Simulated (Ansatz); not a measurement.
## A ladder of methods for SnH3F (SMILES [F][SnH3])

SnH3F: 5 atoms, total charge 0, spin state singlet. SMILES: `[F][SnH3]`. The shape is that of a PBE0-D4/def2-TZVP optimisation.

```jsonl
{"atom": "F", "x (Å)": "-1.2850", "y (Å)": "0.7183", "z (Å)": "1.0050"}
{"atom": "Sn", "x (Å)": "0.1004", "y (Å)": "-0.0659", "z (Å)": "-0.0790"}
{"atom": "H", "x (Å)": "-0.5284", "y (Å)": "-0.0548", "z (Å)": "-1.6591"}
{"atom": "H", "x (Å)": "0.3189", "y (Å)": "-1.6265", "z (Å)": "0.5606"}
{"atom": "H", "x (Å)": "1.4441", "y (Å)": "0.9552", "z (Å)": "0.1310"}
```

Quantity: the energy change with the Sn2–H4 bond stretched from 1.701 to 3.401 Å, in eV. The values are calculated.

```
                      level                    kind  program  value (eV)  less FCI/STO-3G  CPU time (all runs)
 revPBE/STO-3G (restricted)                     GGA   Ansatz        5.03            +0.76                3.4 s
 r2SCAN/STO-3G (restricted)                meta-GGA   Ansatz        5.55            +1.28                7.9 s
r2SCAN0/STO-3G (restricted)         hybrid meta-GGA   Ansatz        6.22            +1.95                7.9 s
  HSE06/STO-3G (restricted)  range-separated hybrid   Ansatz        5.92            +1.65                4.3 s
 B2PLYP/STO-3G (restricted)           double hybrid   Ansatz        5.74            +1.47                  5 s
RPA@PBE/STO-3G (restricted)                     RPA   Ansatz        4.88            +0.61                5.1 s
    MP2/STO-3G (restricted)     perturbation theory   Ansatz        5.90            +1.63                1.2 s
CCSD(T)/STO-3G (restricted)   coupled cluster or CI   Ansatz        4.27             0.00                1.2 s
 CCSDTQ/STO-3G (restricted)   coupled cluster or CI   Ansatz        4.27             0.00                 36 s
                 FCI/STO-3G      exact in the basis   Ansatz        4.27             0.00                 23 s
```

FCI/STO-3G is exact within its basis and frozen core, so for wave-function methods in that basis the difference is their error; functionals converge differently with the basis, so for them it is only a difference. All-electron rows without a relativistic Hamiltonian named are non-relativistic. The first shape isn't each level's own minimum. The values span 4.27 to 6.22 eV. All rows use very small basis sets, so none should be taken for the real molecule's value. In the correlated wave-function rows the outer d shell of Sn is correlated, in sets not made for it. In so small a basis fixed costs decide the times, and correlated methods can beat functionals. CPU times are rough (shared hosts, several kinds of processor and program).
